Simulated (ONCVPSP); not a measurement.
Ga (Z = 31): one change to an ONCV potential, before and after

- Element: gallium (Ga)
- Generator: ONCVPSP 4.0.1
- Type: optimised norm-conserving Vanderbilt (ONCV)
- Functional: Wu-Cohen
- Relativity: scalar-relativistic
- Frozen core: [Ar] 3d10
- Valence charge: 3
- Reference configuration: 4s2 4p1
- Partial waves: 4s: rc 1.95 bohr, ncon 4, nbas 8, qcut 3.5 1/bohr, local; 4p: rc 2.80 bohr, ncon 4, nbas 7, qcut 3.4 1/bohr, 2 projectors, debl 3.4 Ha; d scattering state at 0.04 Ha: rc 2.90 bohr, ncon 5, nbas 8, qcut 3.7 1/bohr, 2 projectors, debl 1.2 Ha
- Local potential: the s channel
- Core correction: Teter function, fcfact 2.25, rcfact 1.15

Change: core [Ne], valence charge 21; reference 3s2 3p6 3d10 4s2 4p0.75; waves now 3s+4s: rc 0.90 bohr, ncon 4, nbas 7, qcut 12.9 1/bohr, 2 projectors; 3p+4p: rc 1.25 bohr, ncon 5, nbas 10, qcut 12.2 1/bohr, 2 projectors; 3d: rc 0.95 bohr, ncon 5, nbas 8, qcut 19.7 1/bohr, 1 projector; f scattering state at 0.09 Ha: rc 1.00 bohr, ncon 3, nbas 8, qcut 9.9 1/bohr, 3 projectors, debl 0.8 Ha; local potential polynomial inside 0.75 bohr (lpopt 5, dvloc0 0 Ha).

Cutoffs: the cutoffs (Ha) at which the residual kinetic energy of the hardest occupied pseudo-wave falls to 1 and 0.1 mHa per electron; they do not see the model core or the augmentation charge, which bear on the density cutoff. Errors are all-electron minus pseudo energies relative to the spin-unpolarised reference configuration.

Q: What does the change do?

A: The potential gets harder (7.2 Ha and 38 Ha → 137 Ha and 155 Ha); the bound ghosts move from d to f. The added semicore shells are compact, so their waves need more plane waves. Several settings change at once here, so the effects cannot be laid on one of them.

| quantity | base | changed |
| --- | --- | --- |
| cutoff, loose | 7.2 Ha | 137 Ha |
| cutoff, tight | 38 Ha | 155 Ha |
| bound ghosts | d | f |
| GHOST(+) flags under 300 eV | none | none |
| largest error over its own tests, meV | -83 | -1.2 |
| rms error of d²Exc/dni dnj with the model core, mHa | 4.26 | 1.42 |

Base: The cutoffs count occupied waves only; projector 2 of the d channel, the hardest unoccupied one, needs 33 Ha at the loose tolerance. A true bound ghost makes a file unfit for plane-wave use even where its test errors are small: the radial tests pick states by their node count and pass the ghost by.
